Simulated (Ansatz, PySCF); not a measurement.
# Exercise with solution: transport gap, exciton binding and injection barriers

C8H4N4S, SMILES c1cnc2cc3nsnc3cc2n1.

The structure is a stationary point at PBE0-D3(BJ)/def2-SVP.

Gas-phase, vertical values: ionisation energy 8.39 eV and electron affinity 1.85 eV from ΔSCF with PBE/def2-SVPD (Ansatz, a program for electronic structure); S1 2.00 eV and T1 1.75 eV from TDA-PBE/def2-SVP (PySCF). Assume, for the exercise, a film of permittivity 3.5, a cavity radius of 7.0 Å and electrodes of work function 5.0 eV (anode) and 2.9 eV (cathode), with aligned vacuum levels.

### Question
Work out the fundamental gap and exciton binding energy in the gas phase, the levels in the film by Born's model, the injection barriers and the thermal weight of S1 against T1 at 298 K.

### Answer

Fundamental gap IE − EA = 6.54 eV; exciton binding = gap − S1 = 4.54 eV.
Born polarisation P = (14.3996 eV Å / 2r)(1 − 1/ε) = 0.73 eV. Film: IE = 7.66 eV, EA = 2.58 eV, transport gap 5.08 eV; with S1 unchanged the binding falls to 3.08 eV.
Hole barrier IE − Φ(anode) = 2.66 eV; electron barrier Φ(cathode) − EA = 0.32 eV (a negative value means no barrier, and the level would pin).
ΔE(ST) = S1 − T1 = 0.25 eV, and the triplet has three sublevels, so the ratio S1/T1 is (1/3) exp(−ΔE/kT) = 2.0e-5 with kT = 0.02569 eV: too wide a gap for thermal return to the singlet. All inputs carry the errors of their functional, and relaxed states would shift them.
